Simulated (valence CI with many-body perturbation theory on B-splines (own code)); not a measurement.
## Forbidden lines of Ti XVI

Method: configuration interaction combined with many-body perturbation theory (CI+MBPT): five valence electrons over a frozen Dirac-Fock core [He], radial functions for each j: 11 s, 11 p, 10 d, 8 f, 5 g, 2 h, with the one-electron correlation potential Σ1 (screened to all orders), the two-electron term Σ2, the three-electron term Σ3, Breit, model QED; selected single and double excitations, second order for the rest, scaled by the run's own slope (own B-spline code, finite nucleus).

No measured spectrum was set against this ion. As an estimate, levels of excited configurations hold to 0.05 to 0.15 % of their energy, terms of the ground configuration to about 0.5 %. Among the levels kept, up to 5400 cm⁻¹ of a level comes from second order outside the variational space, and about a tenth of that is noise between levels of different J, which matters for small intervals.

Lines 1 to 32 of 32 in falling wavelength, among levels below 745.16 eV, chosen from the decays that carry over 1 % of a level's rate. Wavelengths and rates use the calculated energies, so an error of 500 cm⁻¹ moves a line at 1223 Å by 0.61 % and its rate by three times that or more. Electric multipoles are in the length gauge with retardation, E1 and E2 with the static RPA response of the core. M1 uses the operator L + gS. Weak lines are less certain than strong ones. Lines between different terms over intervals too small for the method are left out, as are lines whose strength nearly cancels. The highest levels of a list are the least certain.

Names give the largest LS component (configuration and term), which can be under half, so a name can repeat, a term be missing and a line seem to break the LS rules; names also repeat where a configuration has a term twice. Letters in brackets count levels of one name in rising energy.

| λ vac (Å) | Upper | Lower | Type | A (s⁻¹) | Branch % |
| --- | --- | --- | --- | --- | --- |
| 6835 | 2s2.2p3 2D°_5/2 | 2s2.2p3 2D°_3/2 | M1 | 2.84e+01 | 27.6 |
| 1223 | 2s2.2p3 2P°_1/2 | 2s2.2p3 2D°_3/2 | M1 | 1.47e+03 | 23.8 |
| 1128 | 2s2.2p3 2P°_3/2 | 2s2.2p3 2D°_5/2 | M1 | 1.82e+03 | 12.8 |
| 968.1 | 2s2.2p3 2P°_3/2 | 2s2.2p3 2D°_3/2 | M1 | 4.82e+03 | 33.8 |
| 859.4 | 2s2.2p3 2D°_3/2 | 2s2.2p3 4S°_3/2 | M1 | 1.85e+03 | 100.0 |
| 763.4 | 2s2.2p3 2D°_5/2 | 2s2.2p3 4S°_3/2 | M1 | 7.40e+01 | 71.9 |
| 504.8 | 2s2.2p3 2P°_1/2 | 2s2.2p3 4S°_3/2 | M1 | 4.70e+03 | 76.2 |
| 455.3 | 2s2.2p3 2P°_3/2 | 2s2.2p3 4S°_3/2 | M1 | 7.56e+03 | 52.9 |
| 20.81 | 2s2.2p2.3p 4D°_1/2 [a] | 2s2.2p3 2D°_5/2 | E2 | 1.16e+08 | 1.4 |
| 20.75 | 2s2.2p2.3p 4D°_1/2 [a] | 2s2.2p3 2D°_3/2 | E2 | 2.87e+08 | 3.4 |
| 20.72 | 2s2.2p2.3p 4D°_1/2 [b] | 2s2.2p3 2D°_5/2 | E2 | 3.11e+08 | 6.2 |
| 20.66 | 2s2.2p2.3p 4D°_1/2 [b] | 2s2.2p3 2D°_3/2 | E2 | 2.18e+08 | 4.4 |
| 20.54 | 2s2.2p2.3p 4P°_5/2 | 2s2.2p3 2D°_5/2 | E2 | 2.54e+08 | 1.1 |
| 20.51 | 2s2.2p2.3p 2D°_3/2 [a] | 2s2.2p3 2D°_5/2 | E2 | 2.04e+08 | 1.1 |
| 20.51 | 2s2.2p2.3p 2F°_5/2 | 2s2.2p3 2P°_3/2 | E2 | 2.81e+08 | 1.8 |
| 20.45 | 2s2.2p2.3p 2D°_3/2 [a] | 2s2.2p3 2D°_3/2 | E2 | 4.79e+08 | 2.7 |
| 20.37 | 2s2.2p2.3p 2D°_5/2 [a] | 2s2.2p3 2D°_5/2 | E2 | 4.53e+08 | 2.9 |
| 20.36 | 2s2.2p2.3p 2D°_5/2 [b] | 2s2.2p3 2P°_3/2 | E2 | 2.96e+08 | 1.0 |
| 20.31 | 2s2.2p2.3p 2P°_1/2 [a] | 2s2.2p3 2D°_5/2 | E2 | 4.40e+08 | 1.6 |
| 20.28 | 2s.2p3.3p 4F_7/2 | 2s.2p4 4P_3/2 | E2 | 2.41e+08 | 1.9 |
| 20.26 | 2s2.2p2.3p 4D°_1/2 [a] | 2s2.2p3 4S°_3/2 | E2 | 3.03e+08 | 3.6 |
| 20.25 | 2s2.2p2.3p 2P°_1/2 [a] | 2s2.2p3 2D°_3/2 | E2 | 2.93e+08 | 1.0 |
| 20.17 | 2s2.2p2.3p 4D°_1/2 [b] | 2s2.2p3 4S°_3/2 | E2 | 1.99e+08 | 4.0 |
| 20.17 | 2s2.2p2.3p 4D°_3/2 | 2s2.2p3 4S°_3/2 | E2 | 4.17e+08 | 4.1 |
| 20.14 | 2s.2p3.3p 4F_9/2 | 2s.2p4 4P_5/2 | E2 | 5.15e+08 | 7.5 |
| 20.11 | 2s2.2p2.3p 2F°_7/2 | 2s2.2p3 2D°_5/2 | E2 | 4.10e+08 | 2.6 |
| 20.08 | 2s2.2p2.3p 2F°_5/2 | 2s2.2p3 2D°_3/2 | E2 | 3.10e+08 | 2.0 |
| 20.08 | 2s2.2p2.3p 4D°_5/2 | 2s2.2p3 4S°_3/2 | E2 | 4.30e+08 | 6.5 |
| 20.05 | 2s2.2p2.3p 2F°_7/2 | 2s2.2p3 2D°_3/2 | E2 | 1.63e+08 | 1.1 |
| 19.99 | 2s2.2p2.3p 4D°_7/2 | 2s2.2p3 4S°_3/2 | E2 | 4.77e+08 | 10.8 |
| 17.72 | 2s.2p3.3d 2G°_9/2 | 2s2.2p3 2D°_5/2 | E2 | 2.96e+09 | 36.6 |
| 17.51 | 2s.2p3.3d 4F°_9/2 [b] | 2s2.2p3 2D°_5/2 | E2 | 3.76e+08 | 3.4 |
